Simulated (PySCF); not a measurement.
**Computed properties of F6Se, SMILES F[Se](F)(F)(F)(F)F**

selenium hexafluoride (F₆Se), SMILES F[Se](F)(F)(F)(F)F. Coordinates come from a B3LYP-D3(BJ)/def2-SVP optimisation. Other conformers were not sampled. All values are computed for the isolated molecule unless a solvent is named; none is compared with measurement here.

**Structure.** The optimised structure has Oh symmetry. All 15 harmonic modes at B3LYP-D3(BJ)/def2-SVP (PySCF) are real, so it is a minimum. With heavy atoms numbered as in [F:1][Se:2]([F:3])([F:4])([F:5])([F:6])[F:7], the shortest bond between them is F1–Se2 at 1.717 Å and the longest Se2–F7 at 1.717 Å.

**Vibrations.** The strongest infrared lines (harmonic, unscaled, degenerate partners summed) lie at 778 cm⁻¹ (472 km/mol, F 66 %, Se 34 %), 424 cm⁻¹ (159 km/mol, F 75 %, Se 25 %). The softest mode is at 257 cm⁻¹ and the zero-point energy is 10.8 kcal/mol.

**Electronic structure.** ωB97X/def2-TZVP (PySCF) places the frontier levels at -15.28 and -1.83 eV, a gap of 13.45 eV, and gives a dipole moment of 0.00 D and a mean polarisability of 32.0 bohr³. PBE/def2-TZVP (PySCF) at the same geometry gives -10.43 and -5.18 eV, so its gap is 8.20 eV narrower. An orbital gap is neither the optical nor the fundamental gap.

**Excitations.** TDA-M06-2X/def2-SVPD (PySCF) has S1 at 7.74 eV (160 nm, f = 0.000, dark); the most intense of the 10 singlets computed lies at 8.88 eV (f = 0.26). Strengths of degenerate partners are summed. T1 (TDA) is at 7.24 eV, 0.50 eV under S1. TDA-PBE/def2-SVPD (PySCF) puts S1 at 5.27 eV. No vertical singlet excitation falls in the visible range (under 3.1 eV).

**NMR.** GIAO shifts at PBE0/pcSseg-1 (PySCF) (non-relativistic, atoms alike by connectivity averaged): ¹⁹F at 107.9 ppm against CFCl3.
